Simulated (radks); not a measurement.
Values are calculated unless marked as measured or tabulated.
The hafnium ion Hf2+, configuration [Xe] 4f13 5d1 6p2 (not the ground configuration). Code: a radial shooting solver on a logarithmic mesh with Libxc functionals. Model: Dirac Kohn-Sham, PBE, spin-unpolarised, spherical densities, finite nucleus; open shells fill j = l - 1/2 first; Fermi nuclear charge, rms radius 5.347 fm. Some entries of the table are withheld. Estimate them.

orbital  occ.  eigenvalue (Ry)  r(max) (bohr)  <r> (bohr)
1s1/2       2        -4792.845        0.01190     0.01899
2s1/2       2        -821.1729        0.06826     0.07978
2p1/2       2        -784.5194        0.05092     0.06612
2p3/2       4        -696.9313        0.05754     0.07385
3s1/2       2        -189.0187         0.1924      0.2082
3p1/2       2        -172.7366            (1)      0.1981
3p3/2       4        -153.9685            (2)      0.2125
3d3/2       4        -126.3564         0.1524      0.1863
3d5/2       6        -122.2638         0.1562      0.1908
4s1/2       2        -40.00281            (3)         (4)
4p1/2       2        -33.32267         0.4381      0.4738
4p3/2       4        -29.01052         0.4670      0.5064
4d3/2       4        -18.01497         0.4653      0.5265
4d5/2       6        -17.22216         0.4745      0.5378
5s1/2       2         -6.93244          1.006       1.112
5p1/2       2         -4.97571          1.081       1.223
5p3/2       4         -4.34830          1.161       1.317
4f5/2       6         -3.61764         0.4488      0.6432
4f7/2       7         -3.48304         0.4538      0.6532
5d3/2       1         -1.80101          1.476       1.820
5d5/2       0         -1.74094          1.513       1.867
6p1/2       2         -1.17757          2.930       3.239
6p3/2       0         -1.09353          3.120       3.434

Answer. 
(1) 3p1/2 r(max) (bohr): 0.1804
(2) 3p3/2 r(max) (bohr): 0.1940
(3) 4s1/2 r(max) (bohr): 0.4377
(4) 4s1/2 <r> (bohr): 0.4676
